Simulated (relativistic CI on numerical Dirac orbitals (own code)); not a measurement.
# Sc VII: calculation against measurement

Computed by Dirac-Coulomb-Breit CI, orbitals from a KLI potential per configuration, model QED (radiative potential, 1s self-energy scaled to tabulated hydrogen-like ionisation energies), unscaled Slater integrals (own radial code, finite nucleus).

CI space (outside the closed core [Ne]): 3s²3p³, 3s3p⁴, 3s²3p²3d, 3p⁵, 3s3p³3d, 3p⁴3d, 3s²3p²4s, 3s3p²3d², 3s²3p²4p, 3s²3p²4d, 3s²3p²4f, 3s3p³4s, 3s²3p²5s, 3s²3p²5p, 3s²3p3d², 3s²3d³, 3s3p3d³, 3s²3d²4s, 3s²3d²4p, 3s²3d²4d, 3p³3d², 3p²3d³, 3p²3d²4s, 3p²3d²4p, 3p²3d²4d. Double excitations out of closed p, d and f shells are left out; levels of such configurations are missing from the list, as are those of other unlisted configurations, and high levels can miss mixing partners. These lack a partner that the ground configuration has and come out too high: 3s²3p²4f, 3s3p³4s, 3s²3p²5s, 3s²3p²5p.

```csv
Configuration,Term (tabulated),J,Measured (cm⁻¹),Computed,Error,Purity (%)
3s²3p³,4S°,3/2,0.0,0,0,96
3s3p⁴,4P,5/2,175055.0,174627,-428,87
3s3p⁴,4P,3/2,177776.5,177297,-480,87
3s3p⁴,4P,1/2,179197.3,178712,-485,86
3s²3p²3d,4P,1/2,337224.0,346441,9217,84
3s²3p²4s,4P,1/2,541691.0,562901,21210,98
3s²3p²4s,4P,3/2,543600.0,564929,21329,98
3s²3p²4s,4P,5/2,546469.0,567817,21348,98
```

Measured levels from Sugar and Corliss, J. Phys. Chem. Ref. Data 9, 473 (1980); pairs were made by configuration, J and term (by order where the table uses no LS term), so strongly mixed levels may be paired wrongly. Some J values or terms of the table were assigned by a fit.

Mean error by configuration (cm⁻¹): 3s3p⁴ -464; 3s²3p²3d 9217; 3s²3p²4s 21295. Over the excited levels the mean absolute error is 10642 cm⁻¹ (7 of the 7 excited levels that our extract of the source holds in range could be paired), and the median relative error of those above 1,000 cm⁻¹ is 2.7 %. Some levels of the ground configuration have no partner.
